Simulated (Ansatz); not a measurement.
Reaction (cleavage of the Si–Ge bond): `N[CH2][GeH2][SiH3]` + `[OH][GaH][Br]` → `[SiH3][O][GaH][Br]` + `N[CH2][GeH3]`

Program: Ansatz. Geometries: PBE0-D4/def2-TZVP. ΔE: electronic, gas phase. CCSD(T)/CBS is the MP2 limit (def2-TZVPP, def2-QZVPP) plus CCSD(T) − MP2 in def2-TZVPP, frozen cores. DFT in def2-TZVPP. For Br, Ga, Ge outer-core shells are correlated without core-valence functions, which leaves a few kJ/mol of doubt a bond. Scalar relativity is left out up to krypton. One conformer a species, not always the lowest.

| level | ΔE (kJ/mol) |
| --- | --- |
| r2SCAN-D4 | -72.5 |
| MP2/CBS(def2) | -82.8 |

**Question.** What does CCSD(T)/CBS give? (Best estimate.)

**Answer.** Ansatz gave: -78.9 kJ/mol. The listed levels differ from it by 6.4, -3.9 kJ/mol.

Largest T1 diagnostic among the species: 0.012.

From PBE to PBE0 (25 % exact exchange), in def2-TZVPP and without D4, ΔE moves by −9.1 kJ/mol. In def2-TZVPP, CCSD(T) changes the Hartree–Fock value by +28.7 kJ/mol (the triples alone add +3.6 kJ/mol) and MP2 by +24.9 kJ/mol.
